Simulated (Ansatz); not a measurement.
Relaxation of AlClFH$_{5}$HfO$_{3}$ (12 atoms, charge 0, multiplicity 1), to a largest force component of 0.03 eV/Å in at most 50 steps.

Computed with RKS PBE/def2-SVP (Ansatz 0.2.0).

```xyz
12
Properties=species:S:1:pos:R:3
Hf 0.357 0.439 -0.545
Cl 1.154 -0.450 2.983
O 1.606 -0.919 -1.100
H 2.268 -1.597 -1.290
F -0.265 1.445 -2.077
O -1.139 -0.334 0.443
H -1.710 -1.042 0.774
O 1.180 1.674 0.831
Al 2.480 1.817 1.993
H 3.915 1.260 1.557
H 2.254 2.773 3.250
H 0.262 0.248 2.246
```

Question: Where does it end, and by what steps?

Answer: It converged. The force dipped under the threshold on the way, but the program's further checks kept it going. After 28 steps the energy has fallen by 0.817 eV; Cl2 moved furthest, 0.96 Å. Joined: O6–H12 (2.36 → 1.09 Å).

```json
{"step": "0", "energy less start (eV)": "0.0000", "largest force component (eV/Å)": "1.056", "accepted": "yes"}
{"step": "1", "energy less start (eV)": "-0.0939", "largest force component (eV/Å)": "0.613", "accepted": "yes"}
{"step": "2", "energy less start (eV)": "-0.1434", "largest force component (eV/Å)": "0.756", "accepted": "yes"}
{"step": "3", "energy less start (eV)": "-0.2513", "largest force component (eV/Å)": "0.668", "accepted": "yes"}
{"step": "4", "energy less start (eV)": "-0.4126", "largest force component (eV/Å)": "0.572", "accepted": "yes"}
{"step": "5", "energy less start (eV)": "-0.5221", "largest force component (eV/Å)": "0.976", "accepted": "yes"}
{"step": "6", "energy less start (eV)": "-0.5431", "largest force component (eV/Å)": "1.696", "accepted": "yes"}
{"step": "7", "energy less start (eV)": "-0.7468", "largest force component (eV/Å)": "0.629", "accepted": "yes"}
{"step": "8", "energy less start (eV)": "-0.7563", "largest force component (eV/Å)": "1.135", "accepted": "yes"}
{"step": "9", "energy less start (eV)": "-0.7950", "largest force component (eV/Å)": "0.135", "accepted": "yes"}
{"step": "10", "energy less start (eV)": "-0.8008", "largest force component (eV/Å)": "0.129", "accepted": "yes"}
{"step": "11", "energy less start (eV)": "-0.8045", "largest force component (eV/Å)": "0.067", "accepted": "yes"}
{"step": "12", "energy less start (eV)": "-0.8078", "largest force component (eV/Å)": "0.113", "accepted": "yes"}
{"step": "13", "energy less start (eV)": "-0.8089", "largest force component (eV/Å)": "0.095", "accepted": "yes"}
{"step": "14", "energy less start (eV)": "-0.7813", "largest force component (eV/Å)": "1.063", "accepted": "no"}
{"step": "15", "energy less start (eV)": "-0.8112", "largest force component (eV/Å)": "0.092", "accepted": "yes"}
{"step": "16", "energy less start (eV)": "-0.8118", "largest force component (eV/Å)": "0.060", "accepted": "yes"}
{"step": "17", "energy less start (eV)": "-0.8131", "largest force component (eV/Å)": "0.050", "accepted": "yes"}
{"step": "18", "energy less start (eV)": "-0.8135", "largest force component (eV/Å)": "0.031", "accepted": "yes"}
{"step": "19", "energy less start (eV)": "-0.8140", "largest force component (eV/Å)": "0.060", "accepted": "yes"}
{"step": "20", "energy less start (eV)": "-0.8149", "largest force component (eV/Å)": "0.071", "accepted": "yes"}
{"step": "21", "energy less start (eV)": "-0.8155", "largest force component (eV/Å)": "0.059", "accepted": "yes"}
{"step": "22", "energy less start (eV)": "-0.8159", "largest force component (eV/Å)": "0.048", "accepted": "yes"}
{"step": "23", "energy less start (eV)": "-0.8166", "largest force component (eV/Å)": "0.018", "accepted": "yes"}
{"step": "24", "energy less start (eV)": "-0.8169", "largest force component (eV/Å)": "0.035", "accepted": "yes"}
{"step": "25", "energy less start (eV)": "-0.8169", "largest force component (eV/Å)": "0.060", "accepted": "no"}
{"step": "26", "energy less start (eV)": "-0.8172", "largest force component (eV/Å)": "0.023", "accepted": "yes"}
{"step": "27", "energy less start (eV)": "-0.8173", "largest force component (eV/Å)": "0.031", "accepted": "yes"}
{"step": "28", "energy less start (eV)": "-0.8174", "largest force component (eV/Å)": "0.026", "accepted": "yes"}
```

```xyz
12
Properties=species:S:1:pos:R:3
Hf 0.501 0.462 -0.633
Cl 0.752 0.348 3.333
O 1.418 -0.921 -1.633
H 2.232 -1.387 -1.876
F -0.529 1.631 -1.783
O -0.598 -0.428 0.972
H -1.159 -1.219 1.080
O 1.643 1.415 0.499
Al 2.349 1.630 2.179
H 3.730 0.818 2.294
H 2.178 3.136 2.695
H -0.155 -0.171 1.939
```

Whether the end is a true minimum wasn't checked by a vibrational analysis.

The run took 74 s on 4 threads of Arm Neoverse V2, with other jobs on the host, peak memory 0.23 GiB.
